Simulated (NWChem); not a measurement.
All runs are NWChem calculations. System: Hg, charge 0, spin multiplicity 1. Level: RHF/def2-QZVP with def2 effective core potentials on Hg.

Part of the output:

```
             Northwest Computational Chemistry Package (NWChem) 7.3.0
             --------------------------------------------------------

                                NWChem Input Module
                                -------------------

 Scaling coordinates for geometry "geometry" by  1.889725989
 (inverse scale =  0.529177249)

                             Geometry "geometry" -> ""
                             -------------------------

 Output coordinates in angstroms (scale by  1.889725989 to convert to a.u.)

  No.       Tag          Charge          X              Y              Z
 ---- ---------------- ---------- -------------- -------------- --------------
    1 Hg                  80.0000     0.00000000     0.00000000     0.00000000

 Effective nuclear repulsion energy (a.u.)       0.0000000000

            Nuclear Dipole moment (a.u.)
            ----------------------------
        X                 Y               Z
 ---------------- ---------------- ----------------
     0.0000000000     0.0000000000     0.0000000000

      Symmetry information
      --------------------

 Group name             D2h
 Group number             26
 Group order               8
 No. of unique centers     1

      Symmetry unique atoms

     1


 Summary of "ao basis" -> "" (spherical)
 ------------------------------------------------------------------------------
       Tag                 Description            Shells   Functions and Types
 ---------------- ------------------------------  ------  ---------------------
 *                         def2-qzvp                  on all atoms

 Summary of "ao basis" -> "ao basis" (spherical)
 ------------------------------------------------------------------------------
       Tag                 Description            Shells   Functions and Types
 ---------------- ------------------------------  ------  ---------------------
 Hg                        def2-qzvp                20       72   7s5p4d3f1g

                                 NWChem SCF Module
                                 -----------------

  ao basis        = "ao basis"
  functions       =    72
  atoms           =     1
  closed shells   =    10
  open shells     =     0
  charge          =   0.00
  wavefunction    = RHF
  use symmetry    = T
  symmetry adapt  = T

 Summary of "ao basis" -> "ao basis" (spherical)
 ------------------------------------------------------------------------------
       Tag                 Description            Shells   Functions and Types
 ---------------- ------------------------------  ------  ---------------------
 Hg                        def2-qzvp                20       72   7s5p4d3f1g

      Symmetry analysis of basis
      --------------------------

        ag         18
        au          3
        b1g         6
        b1u        11
        b2g         6
        b2u        11
        b3g         6
        b3u        11

 Forming initial guess at       0.1s

      Superposition of Atomic Density Guess
      -------------------------------------

 Sum of atomic energies:        -174.14126592

      Non-variational initial energy
      ------------------------------

 Total energy =    -152.554579
 1-e energy   =    -270.133183
 2-e energy   =     117.578603
 HOMO         =      -0.327014
 LUMO         =       0.048658

      Symmetry analysis of molecular orbitals - initial
      -------------------------------------------------

 !! scf_movecs_sym_adapt:   62 vectors were symmetry contaminated

  Symmetry fudging

 !! scf_movecs_sym_adapt:   58 vectors were symmetry contaminated

  Numbering of irreducible representations:

     1 ag          2 au          3 b1g         4 b1u         5 b2g
     6 b2u         7 b3g         8 b3u

  Orbital symmetries:

     1 ag          2 b2u         3 b1u         4 b3u         5 b1g
     6 b2g         7 ag          8 b3g         9 ag         10 ag
    11 b2u        12 b1u        13 b3u        14 ag         15 b2u
    16 b1u        17 b3u        18 b1g        19 b2g        20 b3g

 Starting SCF solution at       0.4s

 ----------------------------------------------
         Quadratically convergent ROHF

 Convergence threshold     :          1.000E-07
 Maximum no. of iterations :          100
 Final Fock-matrix accuracy:          1.000E-09
 ----------------------------------------------

              iter       energy          gnorm     gmax       time
             ----- ------------------- --------- --------- --------
                 1     -152.5545793581  5.19D-07  3.34D-07      0.4
                 2     -152.5545793581  5.28D-10  3.93D-10      0.5

       Final RHF  results
       ------------------

         Total SCF energy =   -152.554579358121
      One-electron energy =   -270.133180032067
      Two-electron energy =    117.578600673946
 Nuclear repulsion energy =      0.000000000000

        Time for solution =      0.0s

       Symmetry analysis of molecular orbitals - final
       -----------------------------------------------

  Numbering of irreducible representations:

     1 ag          2 au          3 b1g         4 b1u         5 b2g
     6 b2u         7 b3g         8 b3u

  Orbital symmetries:

     1 ag          2 b1u         3 b2u         4 b3u         5 b1g
     6 b3g         7 ag          8 b2g         9 ag         10 ag
    11 b2u        12 b1u        13 b3u        14 ag         15 b2u
    16 b1u        17 b3u        18 b1g        19 b3g        20 b2g

             Final eigenvalues
             -----------------

              1
    1   -5.0438
    2   -3.0319
    3   -3.0319
    4   -3.0319
    5   -0.6043
    6   -0.6043
    7   -0.6043
    8   -0.6043
    9   -0.6043
   10   -0.3270
   11    0.0487
   12    0.0487
   13    0.0487
   14    0.1237
   15    0.2491
   16    0.2491
   17    0.2491
   18    0.3250
   19    0.3250
   20    0.3250

                       ROHF Final Molecular Orbital Analysis
                       -------------------------------------

 Vector    8  Occ=2.000000D+00  E=-6.043056D-01  Symmetry=b2g
              MO Center=  1.1D-34, -2.5D-34, -1.9D-34, r^2= 7.2D-01
   Bfn.  Coefficient  Atom+Function         Bfn.  Coefficient  Atom+Function
  ----- ------------  ---------------      ----- ------------  ---------------
    26      0.579998  1 Hg d  1              31      0.346386  1 Hg d  1
    36      0.191494  1 Hg d  1

 Vector    9  Occ=2.000000D+00  E=-6.043056D-01  Symmetry=ag
              MO Center= -2.6D-32,  1.2D-32,  1.5D-32, r^2= 7.2D-01
   Bfn.  Coefficient  Atom+Function         Bfn.  Coefficient  Atom+Function
  ----- ------------  ---------------      ----- ------------  ---------------
    25      0.579878  1 Hg d  0              30      0.346314  1 Hg d  0
    35      0.191455  1 Hg d  0

 Vector   10  Occ=2.000000D+00  E=-3.270138D-01  Symmetry=ag
              MO Center=  3.8D-26, -3.9D-27, -1.4D-26, r^2= 2.6D+00
   Bfn.  Coefficient  Atom+Function         Bfn.  Coefficient  Atom+Function
  ----- ------------  ---------------      ----- ------------  ---------------
     6      0.587657  1 Hg s                  3     -0.476904  1 Hg s
     5      0.381898  1 Hg s                  2      0.308622  1 Hg s
     4     -0.299849  1 Hg s                  7      0.245772  1 Hg s

 Vector   11  Occ=0.000000D+00  E= 4.865840D-02  Symmetry=b2u
              MO Center=  4.0D-40, -3.6D-26, -1.3D-41, r^2= 9.0D+00
   Bfn.  Coefficient  Atom+Function         Bfn.  Coefficient  Atom+Function
  ----- ------------  ---------------      ----- ------------  ---------------
    21      0.932136  1 Hg py

 Vector   12  Occ=0.000000D+00  E= 4.865840D-02  Symmetry=b1u
              MO Center=  6.2D-39,  7.6D-39,  3.5D-26, r^2= 9.0D+00
   Bfn.  Coefficient  Atom+Function         Bfn.  Coefficient  Atom+Function
  ----- ------------  ---------------      ----- ------------  ---------------
    22      0.932136  1 Hg pz

 Vector   13  Occ=0.000000D+00  E= 4.865840D-02  Symmetry=b3u
              MO Center=  9.6D-24,  2.3D-33, -8.4D-33, r^2= 9.0D+00
   Bfn.  Coefficient  Atom+Function         Bfn.  Coefficient  Atom+Function
  ----- ------------  ---------------      ----- ------------  ---------------
    20      0.932136  1 Hg px

 center of mass
 --------------
 x =   0.00000000 y =   0.00000000 z =   0.00000000

 moments of inertia (a.u.)
 ------------------
           0.000000000000           0.000000000000           0.000000000000
           0.000000000000           0.000000000000           0.000000000000
           0.000000000000           0.000000000000           0.000000000000

  Mulliken analysis of the total density
  --------------------------------------

    Atom       Charge   Shell Charges
 -----------   ------   -------------------------------------------------------
    1 Hg  20    20.00   0.03 -0.53  1.56  0.94  0.55  1.03  0.42  2.38  2.95  0.66  0.01 -0.00  5.24  3.23  1.35  0.18  0.00  0.00  0.00  0.00

       Multipole analysis of the density wrt the origin
       ------------------------------------------------

     L   x y z        total         open         nuclear
     -   - - -        -----         ----         -------
     0   0 0 0      0.000000      0.000000     20.000000

     1   1 0 0      0.000000      0.000000      0.000000
     1   0 1 0      0.000000      0.000000      0.000000
     1   0 0 1      0.000000      0.000000      0.000000

     2   2 0 0    -17.998584      0.000000      0.000000
     2   1 1 0      0.000000      0.000000      0.000000
     2   1 0 1      0.000000      0.000000      0.000000
     2   0 2 0    -17.998584      0.000000      0.000000
     2   0 1 1     -0.000000      0.000000      0.000000
     2   0 0 2    -17.998584      0.000000      0.000000

 Task  times  cpu:        0.5s     wall:        0.5s

 Total times  cpu:        0.5s     wall:        0.5s
```

Problem. Write an NWChem input that would produce this output.

Solution. Several could match; the one computed here: 
```
start mol
memory heap 200 mb stack 900 mb global 1100 mb
geometry units angstroms nocenter noautoz
  Hg     0.000000     0.000000     0.000000
  symmetry group D2h
end
basis spherical
  * library def2-qzvp
end
ecp
  Hg library def2-ecp
end
scf
  rhf
  nopen 0
  maxiter 100
  thresh 1e-7
  semidirect memsize 60000000 filesize 0
end
task scf energy
```
